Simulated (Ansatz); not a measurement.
```yaml
crystal:
  periodic: [false, false, false]
  atoms:
    - {symbol: C, position_ang: [-1.071336, 1.237080, -0.115874]}
    - {symbol: O, position_ang: [-1.259472, -0.121855, 0.185870]}
    - {symbol: Sn, position_ang: [0.299524, -1.276206, 0.483914]}
    - {symbol: Se, position_ang: [1.820925, -1.123671, -1.528215]}
    - {symbol: H, position_ang: [-0.583160, 1.785108, 0.703015]}
    - {symbol: H, position_ang: [-0.475835, 1.383368, -1.027040]}
    - {symbol: H, position_ang: [-2.053627, 1.689249, -0.280092]}
    - {symbol: H, position_ang: [-0.372289, -2.829391, 0.599835]}
    - {symbol: H, position_ang: [1.132994, -0.695900, 1.856125]}
    - {symbol: H, position_ang: [2.645278, -0.098879, -0.874636]}
basis:
  gaussian: {orbitals: def2-TZVPD, fitting: {mean_field: cc-pVTZ-jkfit}}
magnetization: {spin_polarized: false, initial_magnetization: 2}
hamiltonian: {xc: {name: revPBE0}, dispersion: d3bjatm}
output: {forces: true}
```

```sh
$ ansatz run in.yaml --threads 2 --pin off --events-out ev --progress --plain --max-ram 32768MiB --backend cpu
```

(1) How does Ansatz answer? (Best estimate.)

Answers

(1) The calculation gave: The program refused the input.
```
Functional definition: revPBE0
Error: <dir> the basis set cc-pVTZ-JKFIT has no functions for Sn
```
